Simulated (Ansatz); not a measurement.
These are frozen-core CCSD(T)/cc-pVTZ // M06-2X/def2-TZVP (Ansatz, a first-principles code) values and carry that method's errors.

Ansatz 0.2 input:
```yaml
crystal:
  periodic: [false, false, false]
  atoms:
    - { symbol: B, position_ang: [0.905026, -0.042857, -0.050722] }
    - { symbol: C, position_ang: [-0.640965, 0.052228, 0.044548] }
    - { symbol: F, position_ang: [-1.328364, -1.05602, -0.428113] }
    - { symbol: H, position_ang: [1.535822, 0.885567, 0.343539] }
    - { symbol: H, position_ang: [1.443636, -1.00074, -0.498149] }
    - { symbol: H, position_ang: [-0.995079, 0.933787, -0.506978] }
    - { symbol: H, position_ang: [-0.940992, 0.220051, 1.087871] }
basis:
  gaussian: { orbitals: cc-pVTZ }
correlation:
  method: ccsd_t
```

Output:

```
Functional definition: HF
839 factors; integrals over basis functions are off by at most 1.0e-3 eV
mean field evaluation 1: about -4470.6296 eV, gradient 2.4e1 eV
mean field evaluation 2: about -4470.6301 eV, gradient 2.4e1 eV
mean field evaluation 4: about -4472.1062 eV, gradient 3.3e0 eV
mean field evaluation 8: about -4472.1352 eV, gradient 1.5e-4 eV
mean field evaluation 16: about -4472.1357 eV, gradient 1.4e-1 eV
mean field -4472.13515424 eV, -164.3479355962 hartree, gradient 2.0e-6 eV, S^2 0.000000; 0 other end points of the search recorded, 0 dependent functions left out
3 core orbitals not correlated
reference -4472.13515424 eV, -164.3479355962 hartree; 9, 9 occupied and 134, 134 virtual orbitals, 839 factors
second order -14.26747952 eV of doubles, -0.00000000 eV of singles
cycle   1  -14.63187756 eV  change   -3.6e-1 eV  update   7.4e-2
cycle   2  -14.96851035 eV  change   -3.4e-1 eV  update   2.1e-2
cycle   3  -15.03832122 eV  change   -7.0e-2 eV  update   1.0e-2
cycle   4  -15.03115687 eV  change    7.2e-3 eV  update   2.2e-3
cycle   5  -15.03071554 eV  change    4.4e-4 eV  update   9.9e-4
cycle   6  -15.03107655 eV  change   -3.6e-4 eV  update   3.5e-4
cycle   7  -15.03087202 eV  change    2.0e-4 eV  update   1.7e-4
cycle   8  -15.03080640 eV  change    6.6e-5 eV  update   5.1e-5
cycle   9  -15.03082984 eV  change   -2.3e-5 eV  update   2.2e-5
cycle  10  -15.03083026 eV  change   -4.2e-7 eV  update   7.4e-6
perturbative correction -0.46661191 eV, -0.0171476713 hartree
Total energy: -4487.63259640 eV, -164.9174560911 hartree
```

Cost: very roughly 25 core-seconds.
